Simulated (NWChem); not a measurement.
Molecule: GeH$_{4}$O$_{2}$; SMILES [OH][GeH2][OH]

```xyz
7

Ge     0.0000     0.0000     0.3006
O     -1.4559    -0.0552    -0.7150
O      1.4559     0.0552    -0.7150
H     -0.0811    -1.2954     1.1189
H      0.0811     1.2954     1.1189
H     -1.5640     0.7373    -1.2520
H      1.5640    -0.7373    -1.2520
```
Atoms are numbered in this order, from 1.

Geometry: optimised at PBE0/def2-SVP.

Question: Give the principal values of the shielding tensors (ppm) of Ge1, O2 from Hartree-Fock/pcSseg-1, GIAO (NWChem), with their diamagnetic and paramagnetic parts as GIAO splits them.

Answer: 
```csv
atom,σ11,σ22,σ33,isotropic,diamagnetic,paramagnetic
Ge1,1495.2,1508.2,1558.4,1520.6,2755.0,-1234.4
O2,286.5,308.3,348.6,314.5,394.8,-80.3
```
